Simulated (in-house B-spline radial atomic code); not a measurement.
**RPA and G0W0 on PBEsol: the antimony ion Sb⁵⁺**

Configuration [Kr] 4d10, mean-field start PBEsol. Computed with an all-electron radial atomic-structure program (B-spline basis): all electrons, non-relativistic, point nucleus, each spin shell either full or empty, empty states to l = 9 with an (l + 1/2)⁻⁴ tail; G0W0 by contour deformation at full frequency.

Without relativity these are model numbers: it shifts the levels of so heavy an element strongly and can reorder them.

Command:
```bash
python run_gw.py task.json out
```
Settings (radii: box in bohr, nucleus in fm):
```
Z                        51
electrons                46
configuration            [Kr] 4d10
hamiltonian              nr
method                   pbesol
lmax                     9
spin_polarised           False
box_radius               10.43
intervals                52
```

Time taken, with all properties: 1.6 s on 1 thread of Arm Neoverse V2 (shared host).

Energies (hartree):

```json
{"term": "mean-field total", "value": "-6307.44286"}
{"term": "Hartree-Fock functional on these orbitals", "value": "-6308.29747"}
{"term": "direct second order", "value": "-4.0438"}
{"term": "second-order exchange", "value": "1.1128"}
{"term": "SOSEX correction", "value": "1.0437"}
```

Problem. What is the RPA correlation energy, and what remains with SOSEX?

Solution. RPA gives -3.5943 hartree (-2.13 eV per electron); RPA + SOSEX gives -2.5505, and the second-order doubles -2.931 hartree (no singles). RPA lacks exchange-type terms and so overcorrelates at short range.

Quasi-particle levels (eV):

```tsv
level	occupied	mean field	Σx - vxc	Σc	QP weight	G0W0
4d	yes	-90.54	-10.86	?	?	?
5s	no	-58.69	7.49	-2.09	0.980	-53.29
```

G0W0 = mean field + (Σx - vxc) + Σc, with Σc (partial-wave tail included) taken at the quasi-particle energy. Only the outer levels were computed. Levels of low weight are left out.

Problem. Where does G0W0 put 4d?

Solution. At -101.11 eV, with Σc = 0.29 eV and a quasi-particle weight of 0.955. The tabulated removal energy is 99.51 ± 0.05 eV (NIST, measured); the calculation leaves out relativity, Breit and QED terms, and what these don't explain is the method's own error.
